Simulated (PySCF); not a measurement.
C2H5AlF2.

```xyz
10

Al    -0.0221    -0.5687     0.0000
F      1.6267    -0.7767     0.0000
F     -0.9317    -1.9592     0.0000
C     -0.8346     1.1942     0.0000
C      0.1422     2.3806     0.0000
H     -1.5103     1.2413     0.8742
H     -1.5103     1.2413    -0.8742
H      0.7990     2.3691    -0.8845
H      0.7990     2.3691     0.8845
H     -0.3908     3.3459     0.0000
```

Geometry optimised at B3LYP-D3(BJ)/def2-SVP. The structure was generated by enumeration; whether it is a known compound was not checked. The values are those of a single conformer.

Computed with B3LYP/pcSseg-1 run with PySCF. Non-relativistic, no solvent.

Computed absolute GIAO shielding of each atom: isotropic value and principal components (ppm):
| atom | σ(iso) | σ11 | σ22 | σ33 | span |
|---|---|---|---|---|---|
| Al1 | 443.0 | 382.6 | 408.8 | 537.5 | 154.9 |
| F2 | 329.7 | 223.9 | 324.4 | 440.7 | 216.8 |
| F3 | 325.9 | 232.8 | 304.0 | 441.0 | 208.1 |
| C4 | 182.3 | 170.3 | 174.7 | 201.8 | 31.6 |
| C5 | 168.3 | 162.0 | 162.6 | 180.2 | 18.2 |
| H6 | 30.9 | 26.2 | 29.2 | 37.2 | 11.0 |
| H7 | 30.9 | 26.2 | 29.2 | 37.2 | 11.0 |
| H8 | 30.3 | 26.0 | 28.6 | 36.2 | 10.2 |
| H9 | 30.3 | 26.0 | 28.6 | 36.2 | 10.2 |
| H10 | 30.0 | 25.1 | 27.7 | 37.2 | 12.1 |
